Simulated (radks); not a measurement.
Values are calculated unless marked as measured or tabulated.
The gadolinium ion Gd+ inside a hard spherical wall (all orbitals vanish at R), configuration held at [Xe] 4f7 5d1 6s1 and not refilled when levels cross. Level of theory: scalar-relativistic Kohn-Sham, PBEsol, spin-unpolarised, spherical densities, point nucleus (a radial shooting solver on a logarithmic mesh with Libxc functionals). Eigenvalues in eV, with the zero of energy where the potential of the charges vanishes at infinity; a dash marks a level that is unbound or too diffuse for the functional's potential to be trusted. A positive occupied level is held by the wall or, in an anion where self-interaction has pushed it up, behind a barrier. The pressure on the wall is -dE/dV.

R (bohr) = free: E (hartree) -11267.0306; kinetic (hartree) 12098.683; e(5p) -33.626; e(4f) -15.085; e(6s) -9.297; e(5d) -8.434; e(6p, empty) -5.709; e(7s, empty) -; pressure (GPa) 0
R (bohr) = 20: E (hartree) -11267.0306; kinetic (hartree) 12098.683; e(5p) -33.626; e(4f) -15.085; e(6s) -9.297; e(5d) -8.434; e(6p, empty) -5.709; e(7s, empty) -; pressure (GPa) < 0.0001
R (bohr) = 15: E (hartree) -11267.0306; kinetic (hartree) 12098.683; e(5p) -33.626; e(4f) -15.085; e(6s) -9.297; e(5d) -8.434; e(6p, empty) -5.708; e(7s, empty) -2.753; pressure (GPa) < 0.0001
R (bohr) = 12: E (hartree) -11267.0306; kinetic (hartree) 12098.683; e(5p) -33.624; e(4f) -15.083; e(6s) -9.296; e(5d) -8.433; e(6p, empty) -5.698; e(7s, empty) -2.403; pressure (GPa) 0.000394
R (bohr) = 7: E (hartree) -11267.0181; kinetic (hartree) 12098.777; e(5p) -33.215; e(4f) -14.659; e(6s) -8.801; e(5d) -8.055; e(6p, empty) -4.535; e(7s, empty) 4.495; pressure (GPa) 0.714
R (bohr) = 4: E (hartree) -11266.5637; kinetic (hartree) 12100.791; e(5p) -29.187; e(4f) -10.086; e(6s) 2.190; e(5d) -2.709; e(6p, empty) 12.091; e(7s, empty) 53.250; pressure (GPa) 92.7
R (bohr) = 3: E (hartree) -11264.8728; kinetic (hartree) 12107.968; e(5p) -21.010; e(4f) -0.760; e(6s) 30.910; e(5d) 9.543; e(6p, empty) 48.330; e(7s, empty) 136.07; pressure (GPa) 977
